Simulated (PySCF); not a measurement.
GeI2, SMILES [I][Ge][I] (connectivity only; charge and spin as stated), charge -1, multiplicity 2.

Geometry optimised at B3LYP-D3(BJ)/def2-SVPD. The spin state was assumed, not searched. The isomer is the one that the SMILES or the coordinates give; other isomers of the formula were not compared. The def2 effective core potentials stand for the cores of I; spin–orbit coupling is left out.

Method: r2SCAN/def2-TZVPD run with PySCF.

Gas-phase values at a fixed geometry. A positive occupied level means that this level leaves the electron formally unbound; only the finite basis holds it.

Computed frontier levels, dipole moment and polarisability:
```
Quantity                                                             Result
------------------------------------------------  -------------------------
α spin, highest occupied and lowest empty level            0.11 and 1.91 eV
β spin, highest occupied and lowest empty level           -1.94 and 1.92 eV
dipole moment about the centre of nuclear charge                  0.080 e·Å
mean static polarisability                           146.2 bohr³ (21.67 Å³)
polarisability, principal values                  113.0, 136.9, 188.8 bohr³
⟨S²⟩                                                0.757 (pure state 0.75)
```
